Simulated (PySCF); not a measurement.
## Property card for `[SiH2]O[SiH](O[SiH3])O[SiH3]` [radical]

Species: H9O3Si4 (doublet state).
Structure used (PBE0-D3(BJ)/def2-SVP), in Å, numbered top down from 1:
```
atom  x, y, z in Å
Si1   -0.0862    2.7053    0.1554
O2     0.4292    1.6428   -1.0163
Si3    0.2177    0.1232   -1.6221
O4     1.2826   -0.8922   -0.8952
Si5    2.1140   -1.2630    0.4930
O6    -1.3200   -0.3729   -1.3290
Si7   -2.4682   -0.8295   -0.2222
H8     0.9234    3.8050    0.2572
H9    -0.2133    1.9899    1.4713
H10    0.4584    0.1309   -3.0731
H11    3.3795   -1.9540    0.1198
H12    1.2862   -2.1628    1.3492
H13    2.4262   -0.0162    1.2549
H14   -1.8988   -1.8288    0.7306
H15   -3.6200   -1.4277   -0.9516
H16   -2.9258    0.3679    0.5457
```

From PBE0-D3(BJ)/def2-SVP geometry optimisation, gas phase (PySCF):

| Property | Result |
| --- | --- |
| Point group | C1 |
| Rotational constants A, B, C | 1.102, 0.966, 0.663 GHz |
| Dipole moment | 1.00 D |

**UKS B3LYP, IGLO-III on O Si, pcH-1 on H, non-relativistic, mean-field spin-orbit, GIAO (PySCF)**

| Quantity | Value |
| --- | --- |
| Isotropic g value | 2.00236 |
| Principal g values | 2.00117, 2.00208, 2.00383 |
| Spin squared ⟨S²⟩ | 0.751 |
| Largest Mulliken spin population | 0.85 on Si1 |
| Largest isotropic hyperfine couplings (means over sets of like nuclei) | 29Si -645.2 (Si1), 1H +105.1 (H8/H9), 17O -22.9 (O2), 29Si +1.1 (Si3), 29Si -1.0 (Si5/Si7) MHz |

Monoisotopic mass from the formula: 168.9629 u.

In atomic units the dipole is 0.39 e·bohr (1 au = 2.5417 D). At 9.50 GHz, hν = g·μB·B₀ (B₀ the magnetic field) puts the centre of the isotropic spectrum, to first order, at 339.0 mT. The rotational constants make it an asymmetric top with κ = (2B − A − C)/(A − C) = 0.38, nearer the oblate limit (+1). g_iso is shifted by about +40 ppm from the free-electron value 2.002319; the principal values span 0.0027. A dipole of 1.00 D is allowed in C1, and pure rotational transitions are dipole-allowed. With B = h/(8π²I), that is 505.379 GHz u Å² over I, the principal moments of inertia are 458.4, 522.9 and 761.7 u Å² (most abundant isotopes). ⟨S²⟩ is 0.001 above the pure-spin value S(S + 1) = 0.75.

Couplings of like nuclei are plain means over topologically equivalent atoms, as if these changed places fast (by rotation of a methyl-like group, say); in this geometry the members of some sets differ.

One conformer stands for the species.
